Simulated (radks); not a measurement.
In30+, configuration [Ar] 3d1.

Method: Dirac Kohn-Sham, PBEsol, spin-unpolarised, spherical densities, point nucleus; open shells are shared between the two j in proportion to 2j + 1; computed with a radial shooting solver on a logarithmic mesh with Libxc functionals.

Energy parts (eV):
part                       energy
total                 -142757.716
kinetic                150866.564
electron-nucleus      -316835.274
Hartree                 26155.272
exchange-correlation    -2944.279

Orbitals (lengths in bohr, moments of r in powers of bohr; <r^-3> diverges for s and p1/2; r(90%) holds 90 % of the orbital's charge):
orbital  occ.  eigenvalue (eV)  <r^-3>  r(90%)      <r^4>  <1/r>
1s1/2       2        -29186.90       -  0.0534  3.723e-06  51.84
2s1/2       2        -5587.662       -   0.196  0.0006210  12.10
2p1/2       2        -5319.759       -   0.176  0.0003995  12.05
2p3/2       4        -5106.193    4073   0.183  0.0004639  11.27
3s1/2       2        -2000.623       -   0.465    0.01989  4.688
3p1/2       2        -1900.827       -   0.455    0.01794  4.621
3p3/2       4        -1852.178   947.7   0.466    0.01980  4.424
3d3/2     0.4        -1697.298   157.1   0.425    0.01331  4.300
3d5/2     0.6        -1686.206   147.4   0.428    0.01372  4.249

The highest occupied level is 3d5/2 at -1686.2 eV. The density falls to 0.001 e/bohr^3 at r = 0.92 bohr. For comparison, the ionisation energy in NIST's Atomic Spectra Database is 1738 eV (theoretical). In exact Kohn-Sham theory the highest level is minus the ionisation energy, but local and semilocal functionals leave it too shallow, through self-interaction and a potential that decays too fast; potentials with the right tail come closer.

Beside tabulated values, note that spin-unpolarised runs miss the spin-polarisation part of the exchange energy of open shells.
